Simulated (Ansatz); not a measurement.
Total energies of the cluster Al₅Ga from Ansatz at ωB97X-V/def2-TZVP, gas phase (1 Eh = 27.2114 eV = 2625.5 kJ/mol). The reference geometry is relaxed at PBE-D4/def2-SVP.

```xyz
6

Al   -1.6582    0.1217   -1.3164
Al   -0.0483    1.9870   -0.3963
Al   -0.9512    0.3565    1.3008
Al    2.0891    0.5032   -0.6707
Al   -0.6247   -2.0409   -0.1897
Ga    1.1934   -0.9275    1.2723
```

| state | geometry | energy (Eh) |
| --- | --- | --- |
| charge 0 singlet | reference | -3136.57757 |
| charge 1 doublet | reference | -3136.33827 |
| free Al atom (doublet) | – | -242.31698 |
| free Ga atom (doublet) | – | -1924.62191 |

(1) Work out the vertical ionisation energy to the doublet.

(2) What is the binding energy per atom against free atoms?

(1) E(charge 1 doublet) − E(charge 0 singlet) = -3136.33827 − (-3136.57757) = 0.23930 Eh = 6.51 eV. For comparison, −ε of the highest occupied level is 6.80 eV at this level, 0.29 eV more.

(2) Atoms: 5 × (-242.31698) + 1 × (-1924.62191) = -3136.20681 Eh. Binding: -3136.20681 − (-3136.57757) = 0.37076 Eh = 10.09 eV, or 1.68 eV for each of 6 atoms (no zero-point energy, no counterpoise term).

The restricted singlet is unstable towards broken spin symmetry in Hartree–Fock (as tested in another run); at ωB97X-V/def2-TZVP this wasn't settled. 

The structure comes from a short search, and lower isomers may exist.
